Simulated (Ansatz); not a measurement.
Born–Oppenheimer molecular dynamics of Cl$_{2}$GaH$_{3}$O (7 atoms, charge 0, multiplicity 1). It starts at the highest image of a converged band, a first-order saddle point between two minima.

Level of theory: Ansatz, RKS PBE-D4/def2-SVP.

```
ensemble                      : NVE (velocity Verlet)
time step                     : 0.5 fs
steps asked                   : 200
starting velocities drawn for : 300 K
seed                          : 11845
```

First frame:

```xyz
7
Properties=species:S:1:pos:R:3
Ga 0.082 0.248 -0.014
O 0.076 -0.042 1.901
H -0.787 -0.326 2.266
Cl 1.874 -0.339 -1.038
Cl -1.863 0.081 -0.928
H 0.272 1.897 0.779
H 0.144 1.266 1.539
```

How far do the bonds stretch over the last three quarters of this one trajectory? (Pairs bonded in most of those frames.)


| bond | mean (Å) | spread (Å) | shortest | longest |
| --- | --- | --- | --- | --- |
| Ga1–O2 | 1.785 | 0.055 | 1.71 | 1.88 |
| Ga1–Cl4 | 2.149 | 0.027 | 2.11 | 2.19 |
| Ga1–Cl5 | 2.163 | 0.018 | 2.13 | 2.18 |
| O2–H3 | 0.978 | 0.004 | 0.97 | 0.99 |
| H6–H7 | 0.771 | 0.018 | 0.74 | 0.80 |

Mean temperature of the second half: 972 K. The conserved energy stayed within 0.042 meV per atom of its start (net change -0.0014 meV per atom), so the integration is sound. The kinetic energy rose, since the run started high on the potential surface and went downhill. It ends in pieces (Cl2GaHO + H2), so much of that is their flight and rotation, not heat. A run of 0.1 ps of so small a system gives no equilibrium averages. The orbitals stay closed-shell, which can raise the energy where a bond breaks towards radicals; this wasn't checked here.

Run time: 4.8 min on 2 threads of Arm Neoverse V1, with other jobs on the host, peak memory 0.14 GiB.
